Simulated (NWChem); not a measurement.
Molecule: CH₃ClF₂OSi; SMILES O[Si@](F)(Cl)CF

```xyz
9

O     -0.9598    -0.1445    -1.4823
Si    -0.3725     0.1513     0.0164
F     -1.5659     0.7702     0.9014
Cl     1.1321     1.5402    -0.0115
C      0.2156    -1.4634     0.7796
F      0.8403    -2.1757    -0.2340
H     -0.5328    -0.8677    -1.9552
H      0.9196    -1.3218     1.6159
H     -0.6426    -2.0490     1.1541
```
Atoms are numbered in this order, from 1.

All runs: NWChem. Coordinates come from a PBE0/def2-SVP optimisation. Level: PBE0/def2-SVP with SMD (1 M gas to 1 M solution), gas-phase geometry. Reactions with the solvent are ignored.

### Question
Estimate the computed values for solvent dichloromethane. Quantities: solvation free energy (kcal/mol); cavity-dispersion-structure term (kcal/mol); dipole in solution (D).

### Answer
The solvation free energy (kcal/mol) is -6.5, the cavity-dispersion-structure term (kcal/mol) is -0.8 and the dipole in solution (D) is 2.41.
